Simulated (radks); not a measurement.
The mean radii <r> (bohr) of the occupied orbitals of an atom or ion are listed with their occupations. All-electron calculation, non-relativistic Kohn-Sham, r2SCAN, spin-polarised, spherical densities, point nucleus; meta-GGA in the generalised Kohn-Sham scheme. Program: a radial shooting solver on a logarithmic mesh with Libxc functionals.

| orbital | occ. | <r> |
|---|---|---|
| 1s up | 1 | 0.3760 |

Name the element and its charge. Open shells, if any, are filled with parallel spins first.

Answer. Z = 4, beryllium, charge +3: Be3+ in 1s1. The 1s radius gives Z: for a bare nucleus <r> = 1.5/Z, 0.375 bohr for Z = 4, and the self-interaction of the functional makes it slightly larger (0.3760 here). The occupations add up to 1, and the charge is Z minus that.
